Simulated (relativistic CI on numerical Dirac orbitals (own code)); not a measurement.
Re4+: calculation against measurement

Computed by Dirac-Coulomb-Breit CI, orbitals from a KLI potential per configuration, a model potential for QED, valence Slater integrals scaled by 0.85, configuration energies shifted to the measured levels that pair with them (semi-empirical) (own radial code, finite nucleus).

Configuration list (outside the closed core [Kr] 4d10 5s2): 4f¹⁴5p⁶5d³, 4f¹⁴5p⁶5d²6s, 4f¹⁴5p⁶5d²6p, 4f¹⁴5p⁶5d6s², 4f¹⁴5p⁶5d²5f, 4f¹⁴5p⁶5d²5g, 4f¹⁴5p⁶5d6s6p, 4f¹⁴5p⁶5d²7s, 4f¹⁴5p⁶5d²6d, 4f¹⁴5p⁶5d5f², 4f¹⁴5p⁵5d⁴, 4f¹⁴5p⁶5d²7p, 4f¹⁴5p⁶5d6p², 4f¹⁴5p⁶5d²7d, 4f¹⁴5p⁶5d²6f, 4f¹⁴5p⁶5d5g², 4f¹⁴5p⁶5d6s6d, 4f¹⁴5p⁶5d5f6s, 4f¹⁴5p⁶5d²7f, 4f¹²5p⁶5d⁵, 4f¹⁴5p⁴5d⁵, 4f¹³5p⁶5d⁴, 4f¹⁴5p⁵5d³5f, 4f¹⁴5p⁶5d6p6d, 4f¹⁴5p⁶5d5f6p, 4f¹⁴5p⁶5d5g6s, 4f¹⁴5p⁶5d5f5g, 4f¹⁴5p⁵5d³6s, 4f¹⁴5p⁵5d³5g, 4f¹³5p⁶5d³6s. Levels of other configurations are missing.

| Configuration | Term (tabulated) | J | Measured (cm⁻¹) | Computed | Error | Purity (%) |
| --- | --- | --- | --- | --- | --- | --- |
| 4f¹⁴5p⁶5d³ | 4F | 3/2 | 0.0 | 0 | 0 | 84 |
| 4f¹⁴5p⁶5d³ | 4F | 5/2 | 4853.0 | 4548 | -305 | 94 |
| 4f¹⁴5p⁶5d³ | 4F | 7/2 | 8972.9 | 8487 | -485 | 88 |
| 4f¹⁴5p⁶5d³ | 4F | 9/2 | 11913.9 | 11428 | -486 | 67 |
| 4f¹⁴5p⁶5d³ | 4P | 1/2 | 14325.4 | 13967 | -359 | 65 |
| 4f¹⁴5p⁶5d³ | 2G | 7/2 | 19012.9 | 18478 | -535 | 86 |
| 4f¹⁴5p⁶5d³ | 4P | 5/2 | 20922.1 | 20199 | -723 | 88 |
| 4f¹⁴5p⁶5d³ | 2P | 1/2 | 23668.8 | 22699 | -970 | 63 |
| 4f¹⁴5p⁶5d³ | 2H | 11/2 | 27076.9 | 26577 | -499 | 99 |
| 4f¹⁴5p⁶5d³ | 2D | 5/2 | 28738.8 | 27581 | -1158 | 86 |
| 4f¹⁴5p⁶5d³ | 2F | 5/2 | 34161.8 | 33499 | -662 | 84 |
| 4f¹⁴5p⁶5d³ | 2F | 7/2 | 34625.3 | 33902 | -723 | 93 |
| 4f¹⁴5p⁶5d³ | 2D † | 3/2 | 52051.9 | 49742 | -2310 | 97 |
| 4f¹⁴5p⁶5d³ | 2D † | 5/2 | 52467.1 | 49813 | -2654 | 85 |
| 4f¹⁴5p⁶5d²6s | 4F | 3/2 | 63506.4 | 64133 | 627 | 93 |
| 4f¹⁴5p⁶5d²6s | 4F | 5/2 | 66188.6 | 66643 | 454 | 85 |
| 4f¹⁴5p⁶5d²6s | 4F | 7/2 | 71889.1 | 71832 | -57 | 96 |
| 4f¹⁴5p⁶5d²6s | 4F | 9/2 | 77307.5 | 76936 | -371 | 94 |
| 4f¹⁴5p⁶5d²6s | 2F | 5/2 | 77994.6 | 78051 | 57 | 58 |
| 4f¹⁴5p⁶5d²6s | 4P | 1/2 | 78208.6 | 78891 | 683 | 93 |
| 4f¹⁴5p⁶5d²6s | 4P | 3/2 | 81246.1 | 81568 | 322 | 88 |
| 4f¹⁴5p⁶5d²6s | 2D | 3/2 | 85741.6 | 85918 | 177 | 67 |
| 4f¹⁴5p⁶5d²6s | 2F | 7/2 | 86161.9 | 85795 | -367 | 70 |
| 4f¹⁴5p⁶5d²6s | 2D | 5/2 | 91992.4 | 91567 | -426 | 57 |
| 4f¹⁴5p⁶5d²6s | 2G | 9/2 | 92004.5 | 91814 | -190 | 93 |
| 4f¹⁴5p⁶5d²6s | 2P | 1/2 | 92326.7 | 92458 | 131 | 91 |
| 4f¹⁴5p⁶5d²6s | 2G | 7/2 | 93707.7 | 93243 | -465 | 72 |
| 4f¹⁴5p⁶5d²6s | 2P | 3/2 | 99336.1 | 98868 | -468 | 81 |
| 4f¹⁴5p⁶5d²6p | 4G° | 5/2 | 126234.6 | 127363 | 1129 | 63 |
| 4f¹⁴5p⁶5d²6p | 4G° | 7/2 | 135906.8 | 136363 | 456 | 74 |
| 4f¹⁴5p⁶5d²6p | 4D° | 1/2 | 149050.0 | 149486 | 436 | 84 |
| 4f¹⁴5p⁶5d²6p | 4D° | 3/2 | 156212.5 | 156000 | -213 | 72 |
| 4f¹⁴5p⁶5d²6p | 4G° | 11/2 | 157629.2 | 157059 | -570 | 93 |
| 4f¹⁴5p⁶5d²6p | 4P° | 3/2 | 160748.4 | 160849 | 100 | 62 |
| 4f¹⁴5p⁶5d²6p | 2G° | 9/2 | 163341.1 | 162515 | -826 | 81 |
| 4f¹⁴5p⁶5d²6p | 2D° | 3/2 | 167335.2 | 167235 | -100 | 68 |

Measured levels from measured levels as listed in Brasseur, Gamrath and Quinet, At. Data Nucl. Data Tables 157, 101636 (2024); pairs were made by configuration, J and term (by order where the table uses no LS term), so strongly mixed levels may be paired wrongly.

Mean error by configuration (cm⁻¹): 4f¹⁴5p⁶5d³ -628; 4f¹⁴5p⁶5d²6s 8; 4f¹⁴5p⁶5d²6p 52. Over the excited levels the mean absolute error is 471 cm⁻¹ (35 of the 69 excited levels that our extract of the source holds in range could be paired, and the others can miss by more), and the median relative error of those above 1,000 cm⁻¹ is 0.5 %, both after the shifts were fitted to these levels, so that a configuration with one level shows no error. Some levels of the ground configuration have no partner. † marks terms whose computed intervals miss the measured ones by more than a factor of 2.5, or configurations far off the rest, from wrong mixing, a near crossing or a doubtful label or measurement; they are left out of the means.

Configurations whose levels could be paired with our table of measured levels were shifted onto them, all but the ground configuration, by the median error of their levels; single terms can still be off by 1,000 to 2,000 cm⁻¹ or more, and rates follow the energies as ν³ (E1, M1) or ν⁵ (E2). The others borrow a shift and can be off by several thousand cm⁻¹ or more. Levels and lines within the n = 5 or 6 shells can be off by up to 10 % or somewhat more, and those that change n by about 2 %, since core polarisation is missing. 35 of the 69 excited levels that our extract of the measured tables holds in this range could be paired (the sources list more); they are missed by 586 cm⁻¹ on average and 2654 at most, after the shifts were fitted to these levels, and levels without a partner can miss by more. Some levels of the ground configuration have no partner and can miss by 10 % or more.

Shifts applied (cm⁻¹): 4f¹⁴5p⁶5d³ 0; 4f¹⁴5p⁶5d²6s -13095; 4f¹⁴5p⁶5d²6p -10704.
